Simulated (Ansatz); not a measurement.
Molecule: PbCl, net charge 1, singlet state. 
Structure (B3LYP-D3(BJ)/def2-TZVP (Ansatz, a quantum-chemistry and plane-wave program) minimum search):
```xyz
2

Pb     0.0000     0.0000    -0.4075
Cl     0.0000     0.0000     1.9654
```
Charge +1, spin multiplicity 1.

Basis-set convergence of Hartree-Fock and MP2 correlation energies (hartree) with Ansatz. Valence correlation only, unless marked. Spin-orbit coupling is left out. The frozen core is the preceding noble-gas configuration, with the filled d and f shells of earlier blocks. Past Kr the def2 sets carry scalar-relativistic core potentials.

```
basis       functions       E(HF)  E(corr, MP2)
----------  ---------  ----------  ------------
def2-SVP           44  -650.99685      -0.17303
def2-TZVPP         92  -651.16149      -0.23769
def2-QZVPP        152  -651.17588      -0.26091
```

Extrapolating the two largest sets (X = 3 and 4) as X^-3: E(corr) = (64·(-0.26091) - 27·(-0.23769))/37 = -0.2779 Eh, an estimate of the basis-set limit. The largest set recovers 93.9 % of it, the smallest 62.3 %.
